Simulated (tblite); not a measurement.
Species: C6H5F3O4.
Cartesian coordinates in Å at the GFN2-xTB level; atoms count from 1:
```
atom  x, y, z in Å
C1    -1.420    1.359    0.558
C2    -0.105    0.600    0.489
O3     0.886    1.517    0.028
C4     2.063    1.043   -0.406
O5     2.904    1.765   -0.847
C6     2.266   -0.485   -0.315
O7     3.334   -0.990   -0.174
O8     1.147   -1.242   -0.430
C9    -0.107   -0.587   -0.482
C10   -1.152   -1.656   -0.122
F11   -2.388   -1.242   -0.431
F12   -0.945   -2.789   -0.780
F13   -1.152   -1.936    1.183
H14   -2.175    0.773    1.071
H15   -1.255    2.282    1.106
H16   -1.772    1.607   -0.440
H17    0.182    0.234    1.486
H18   -0.322   -0.246   -1.508
```

Computed values, GFN2-xTB/tblite, gas phase, harmonic and unscaled. The method is semi-empirical: single wavenumbers can be off by several per cent or more. One conformer, not necessarily the lowest.

Harmonic wavenumbers (cm⁻¹): 42.3, 56.8, 91.1, 120.8, 149.6, 194.2, 219.7, 262.3, 295.5, 319.4, 341.9, 357.0, 414.4, 444.7, 483.5, 501.5, 517.4, 619.1, 630.8, 682.7, 755.3, 764.9, 860.9, 925.1, 959.8, 1054.7, 1077.0, 1092.0, 1097.3, 1122.3, 1127.8, 1147.3, 1170.9, 1210.8, 1222.5, 1272.8, 1298.0, 1313.3, 1405.4, 1459.9, 1474.0, 1777.9, 1824.3, 2881.5, 2894.3, 3061.1, 3066.7, 3073.0.

A = 1382, B = 605.5, C = 469.7 MHz; mass 198.014 u (most abundant isotopes); point group C1, symmetry number 1.

Problem. What is the zero-point energy?

Solution. Half the sum of the wavenumbers: 24568 cm⁻¹ = 70.24 kcal/mol.

Problem. Entropy at 500 K, 1 bar (ideal gas, RRHO, classical rotation)?

Solution. Translation 44.35, rotation 32.62, vibration 60.29: S = 137.3 cal/(mol K).

Problem. And Cp and H(500 K) − H(0)?

Solution. Cp = 63.43 cal/(mol K), of which vibrations give 55.49 (their classical limit is 48 R = 95.4); H(500 K) − H(0) = 19.19 kcal/mol without the zero-point energy, 15.22 from vibrations.

Problem. How do the functions run with temperature in this model?

Solution. 
| T (K) | S (cal/(mol K)) | Cp (cal/(mol K)) | H − H(0) (kcal/mol) | G − H(0) (kcal/mol) | ln q(vib) |
| --- | --- | --- | --- | --- | --- |
| 100 | 74.7 | 21.3 | 1.42 | -6.05 | 2.17 |
| 200 | 93.6 | 34.1 | 4.21 | -14.50 | 5.43 |
| 300 | 109.6 | 45.4 | 8.19 | -24.68 | 8.70 |
| 800 | 170.9 | 79.0 | 40.83 | -95.87 | 23.69 |
| 1000 | 189.2 | 85.1 | 57.27 | -131.92 | 28.88 |

q(vib) and H(0) count from the zero-point level.

Problem. What must be added to the electronic energy to get the Gibbs energy at 500 K and 1 bar?

Solution. ZPE + [H(500 K) − H(0)] − T·S = 70.24 + 19.19 − 68.63 = 20.80 kcal/mol.

Hindered rotation and anharmonicity are outside this model. Other conformers, if any are populated, would add a mixing term that is left out. The structure is chiral; the term R ln 2 for an equal mix with its mirror image is left out.
